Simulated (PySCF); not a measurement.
Bromoacetonitrile, C2H2BrN.
Atom-mapped SMILES: `[N:1]#[C:2][CH2:3][Br:4]` (hydrogens: H5, H6 on C3)

Method: PySCF 2.14.0, PBE0-D3(BJ)/def2-TZVP geometry optimisation, gas phase; density fitting, grid level 2; the optimiser is geomeTRIC in internal coordinates, started from a GFN2-xTB structure with every atom displaced at random (about 0.01 Å).

Geometry at step 0:
```
atom  x, y, z in Å
N1      2.1486    0.3092   -0.0407
C2      1.0114    0.0685   -0.0249
C3     -0.4042   -0.2404   -0.0042
Br4    -1.4102    1.4226    0.0157
H5     -0.6438   -0.7981    0.8985
H6     -0.6777   -0.7918   -0.8892
```

Q: What forces act on the atoms?

A: 
| atom | Fx (eV/Å) | Fy (eV/Å) | Fz (eV/Å) |
| --- | --- | --- | --- |
| N1 | -1.556 | -0.348 | 0.023 |
| C2 | 1.510 | 0.230 | -0.041 |
| C3 | 0.467 | 0.416 | 0.287 |
| Br4 | -0.106 | -0.119 | 0.004 |
| H5 | -0.129 | -0.004 | -0.023 |
| H6 | -0.186 | -0.175 | -0.250 |

The largest, 1.59 eV/Å, acts on N1; the rms over all components is 0.554 eV/Å. The forces sum to zero within rounding, as they must for an isolated molecule in no field.

Q: Give the force on N1 in Eh/bohr and in nN.

A: 1.594 eV/Å ÷ 51.422 = 0.03101 Eh/bohr, and 1.594 eV/Å × 1.602 = 2.55 nN.

Q: How far is this geometry from the end of the optimisation?

A: 0.021 eV above it, and 0.024 Å rms away after alignment. The bonds farthest from their final lengths, with half the difference of the two atoms' forces along the bond (positive lengthens):

```csv
bond,now (Å),final (Å),force along bond (eV/Å)
N1≡C2,1.162,1.149,-1.56
C3–H6,1.078,1.088,+0.45
C2–C3,1.449,1.444,+0.49
C3–Br4,1.944,1.941,-0.08
```

The angle farthest from its final value is C2–C3–Br4, 108.9° against 111.3°.

Of the 2 listed bonds off by 0.010 Å or more, this force points towards the final length in 2.

What follows is the cost of the whole optimisation. The run took 73 s of wall time on an Arm Neoverse N1 with one thread, shared host, and the process peaked at 0.64 GiB of memory.
